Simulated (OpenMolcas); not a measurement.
Pb⁺: effect of the IPEA shift

| Property | Result |
| --- | --- |
| Program | OpenMolcas |
| Basis | ANO-RCC-VTZP [8s7p5d3f2g] |
| Scalar Hamiltonian | DKH2, point nucleus |
| Active space | 3 electrons in 4 orbitals (6s 6p) |
| State averaging | 2S+1 = 4 odd, 1 root (0 in the spin-orbit step); 2S+1 = 2 odd, 3 roots kept (CI in the orbitals of an earlier block); 2S+1 = 4 even, 3 roots; 2S+1 = 2 even, 9 roots kept (CI in the orbitals of an earlier block) |
| Spin-orbit coupling | state interaction with AMFI integrals over the reference wave functions, term energies averaged over their components |

Methods on the same reference wave functions:
A. CASSCF
B. SS-CASPT2, IPEA 0 Eh, imaginary shift 0.1 Eh (closed shells correlated: 5d)
C. SS-CASPT2, IPEA 0.25 Eh, imaginary shift 0.1 Eh (closed shells correlated: 5d)

Energies in cm⁻¹ above 6s² 6p ²P°_1/2, the measured ground level; measured values from NIST Handbook of Basic Atomic Spectroscopic Data.

```tsv
Level	A	B	C	Measured
6s² 6p ²P°_1/2	0.0	0.0	0.0	0.0
6s² 6p ²P°_3/2	12015	12010	12010	14081
6s 6p² ⁴P_1/2	48838	57040	57010	57910
6s 6p² ⁴P_3/2	55134	63960	63900	66125
6s 6p² ⁴P_5/2 [64 %]	60968	67300	68300	
6s 6p² ²D_3/2	81592	74140	77940	
6s 6p² ²D_5/2 [64 %]	84361	80020	82730	88972
6s 6p² ²P_3/2	109192	95480	99170
```

Deviations, from unrounded energies. A percentage is the sum of absolute deviations over the sum of measured energies, with the sign that they share, or ± where signs differ.

| Against measurement | Levels | A | B | C |
| --- | --- | --- | --- | --- |
| mean absolute deviation (cm-1) | 4 | 6700 | 3500 | 2900 |
| fine structure of the ground term (%) | 1 | -14.7 | -14.7 | -14.7 |
| other configurations (%) | 3 | -11.6 | -5.6 | -4.4 |

C lies closest to measurement on these levels and A furthest from it. The largest miss of C in the table is 6s 6p² ²D_5/2 [64 %], by -6200 cm-1. The ranking rests on the paired levels alone, and a cruder setting can come out closer through cancelling errors.

Between B and C the level of the table that moves most is 6s 6p² ²D_3/2, by 3800 cm-1 (lowest in B, highest in C). Moves below CASPT2's spread within the term are not significant.

The mean deviations of B to C differ by less than CASPT2's widest spread within a term (1100 cm-1), so their order carries little weight.

The lowest spin-free term lies below A's lowest term by 0.433 hartree in B, 0.427 hartree in C.

Term energies are means over components that CASPT2 splits; among the terms shown or strongly mixed into the levels shown the widest spread is 1100 cm-1 (6s 6p² ²D, C). Over all roots computed the reference weight is 0.82 to 0.92 in B, 0.86 to 0.93 in C; the roots of lowest weight are the least certain, and an intruder state may touch them. Some high roots are left out of the spin-orbit mixing, which shifts the levels that they would mix with. Terms from blocks run as CI alone lack orbitals of their own. Terms of s pⁿ other than that of highest spin mix with s² pⁿ⁻² d, which this space lacks; all of them can be thousands of cm-1 off, and some have no real level of that name. Spin-orbit splittings of 6p shells tend to come out small when the coupling is added on scalar orbitals. Some levels mix across a computed gap that differs much from the measured one, so their mixing is not that of the real levels (holds for A). Computed and measured levels are paired by configuration, term and J; levels that our copy of the source lacks, or whose pairing is in doubt (as where it misses far off the trend of its configuration), stay unpaired and out of the deviations. Levels of configurations outside the active space are missing. The table leaves out levels that lie high or whose names do not pair safely across all columns.

A share in square brackets marks a mixed level and gives the weight of the term that names it, the lowest over the columns. ° marks odd parity.
